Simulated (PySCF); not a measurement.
Geometries of 3 isomers of C6H8S, from PBE0-D3(BJ)/def2-SVP geometry optimisation, gas phase (PySCF 2.14.0). One conformer each, no zero-point energy, no frequencies.

Task: Which isomer lies lowest at this level?
A.
```xyz
15
angstrom
C     -3.236    0.397    0.347
C     -1.993    0.057   -0.005
S     -1.480   -1.588   -0.324
C     -0.024   -1.276   -1.388
C      1.015   -0.480   -0.763
C      1.865    0.207   -0.238
C      2.894    1.018    0.391
H     -4.048   -0.334    0.399
H     -3.468    1.431    0.610
H     -1.189    0.803   -0.048
H     -0.361   -0.815   -2.330
H      0.348   -2.283   -1.636
H      2.476    1.621    1.213
H      3.353    1.711   -0.332
H      3.694    0.390    0.811
```
B.
```xyz
15
angstrom
C     -0.762    1.597    0.411
C      0.193    0.488    0.097
C      1.614    0.648    0.090
C      2.288   -0.505   -0.205
S      1.201   -1.804   -0.479
C     -0.182   -0.805   -0.199
C     -1.559   -1.381   -0.275
H     -0.769    1.827    1.490
H     -0.484    2.522   -0.115
H     -1.792    1.343    0.123
H      2.114    1.597    0.295
H      3.363   -0.658   -0.281
H     -1.547   -2.400   -0.686
H     -2.033   -1.431    0.719
H     -2.210   -0.771   -0.921
```
C.
```xyz
15
angstrom
C      2.069    0.277    1.342
C      1.561    0.423    0.114
C      0.274   -0.069   -0.395
C     -0.102    0.240   -1.653
C     -0.628   -0.903    0.448
C     -2.041   -0.426    0.574
S     -0.108   -2.265    1.179
H      3.032    0.725    1.598
H      1.560   -0.297    2.119
H      2.129    1.005   -0.622
H     -1.050   -0.100   -2.076
H      0.562    0.809   -2.309
H     -2.495   -0.272   -0.419
H     -2.049    0.560    1.069
H     -2.645   -1.135    1.153
```

Result: B. That is 2,3-dimethylthiophene, `c1(c(ccs1)C)C`, 42.7 kcal/mol below the next.

```tsv
SMILES	atoms numbered as above	E (Eh)	relative (kcal/mol)	relative (kJ/mol)	dipole (D)
Cc1ccsc1C	[CH3:1][c:2]1[cH:3][cH:4][s:5][c:6]1[CH3:7]	-630.94434	0.0	0.0	0.95
C=CC(=C)C(C)=S	[CH2:1]=[CH:2][C:3](=[CH2:4])[C:5]([CH3:6])=[S:7]	-630.87635	42.7	178.5	2.47
C=CSCC#CC	[CH2:1]=[CH:2][S:3][CH2:4][C:5]#[C:6][CH3:7]	-630.84380	63.1	264.0	1.91
```

As drawn, the lowest has an aromatic ring, which the highest lacks; the highest has a C≡C bond and a C=C bond outside aromatic rings, which the lowest lacks.
